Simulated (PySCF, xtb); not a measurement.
1-bromo-2-chlorocyclobutene (C₄H₄BrCl), SMILES ClC1=C(Br)CC1.

Harmonic wavenumbers (cm⁻¹) from xtb with GFN2-xTB at its own minimum, in rising order: 117, 179, 243, 300, 417, 419, 506, 805, 917, 984, 990, 1035, 1088, 1110, 1160, 1188, 1225, 1437, 1453, 1650, 3000, 3015, 3016, 3018.

What does B3LYP-D3(BJ)/def2-SVP in PySCF give at its own minimum? (The exact figures need the calculation; the answer reports its results.)

123, 187, 226, 314, 444, 505, 533, 824, 896, 927, 1034, 1077, 1100, 1144, 1147, 1192, 1262, 1444, 1463, 1690, 3053, 3057, 3112, 3120. Paired by order, the mean absolute difference is 34 cm⁻¹ and the zero-point energies are 41.8 and 42.7 kcal/mol.
